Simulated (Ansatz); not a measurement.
## Relaxing a trial structure of H3PSeSi+

The starting geometry of this gas-phase doublet was optimised with GFN2-xTB.

```xyz
6

P    -2.1500    0.1846   -1.6703
Se    1.4232   -1.1969   -1.3770
Si   -0.6750   -1.4824   -1.1862
H    -1.3653    1.3243   -1.5102
H    -2.0906    0.1666   -3.0622
H    -1.5285   -2.5943   -0.7954
```

Q: Predict what becomes of its bonds when it is optimised with B3LYP/6-31G*.

A: It keeps its bonds.

The energy falls by 0.27 eV over 12 steps:

| step | E − E(last) (eV) |
| --- | --- |
| 1 | 0.268 |
| 2 | 0.134 |
| 3 | 0.111 |
| 5 | 0.075 |
| 6 | 0.054 |
| 7 | 0.047 |
| 8 | 0.013 |
| 10 | 0.000 |
| 11 | 0.000 |
| 12 | 0.000 |

Final geometry (Å):

| atom | x (Å) | y (Å) | z (Å) |
| --- | --- | --- | --- |
| P | -2.0518 | 0.4215 | -1.4828 |
| Se | 1.4113 | -1.2804 | -0.7801 |
| Si | -0.7026 | -1.3492 | -1.3095 |
| H | -1.0972 | 1.3146 | -2.0342 |
| H | -2.6348 | -0.0053 | -2.7070 |
| H | -1.3110 | -2.6992 | -1.2878 |

Frequencies at the end are all real (lowest 112 cm⁻¹). Open shells are spin-unrestricted. Run with Ansatz 0.2.0, 89 s on 1 thread of Arm Neoverse V1 (shared host).
